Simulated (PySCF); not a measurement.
Computed with PBE-D3(BJ)/def2-TZVP // B3LYP-D3(BJ)/def2-TZVP run with PySCF. All species are isolated molecules in the gas phase. One relaxed conformer stands for a flexible species; it need not be the lowest. 

Reference species (SMILES): `[Cl][In]([Cl])[Cl]` (neutral, multiplicity 1).

| Quantity | Result |
|---|---|
| HOMO–LUMO gap | 4.08 eV |
| HOMO | -8.01 eV |
| LUMO | -3.93 eV |

Changed species: `[NH2][In]([NH2])[NH2]` (3 of 3 Cl replaced by NH2; the reference has 0 of 3 Cl replaced by NH2).

Question: Give the shifts of the HOMO–LUMO gap, HOMO and LUMO.

Answer: the HOMO–LUMO gap falls by 0.29 eV, to 3.79 eV; the HOMO increases by 2.63 eV, to -5.38 eV; the LUMO rises by 2.34 eV, to -1.59 eV.
